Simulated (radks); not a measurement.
Coulomb parameter of the 3d shell of the nickel ion Ni2+ in the model configuration [Ar] 3d7 4p1, as a second difference U = [E(n + 0.25) + E(n - 0.25) - 2 E(n)] / (0.25)^2 with all orbitals relaxed. "Bare": the charge of the atom changes with n. "Screened": the 4p shell takes up the change at fixed total charge, which measures U(3d,3d) + U(4p,4p) - 2 U(3d,4p). All-electron calculation, scalar-relativistic Kohn-Sham, PBE, spin-unpolarised, spherical densities, finite nucleus; Fermi nuclear charge, rms radius 3.7757 fm. Program: a radial shooting solver on a logarithmic mesh with Libxc functionals.

case                 configuration  E - E(n) (eV)
start                 [Ar] 3d7 4p1          0.000
bare +0.25         [Ar] 3d7.25 4p1         -8.526
bare -0.25         [Ar] 3d6.75 4p1          9.680
screened +0.25  [Ar] 3d7.25 4p0.75         -4.535
screened -0.25  [Ar] 3d6.75 4p1.25          4.911

U(bare) = 18.461 eV, U(screened by 4p) = 6.028 eV, against the Slater integral F0(3d,3d) = 27.797 eV with frozen orbitals.
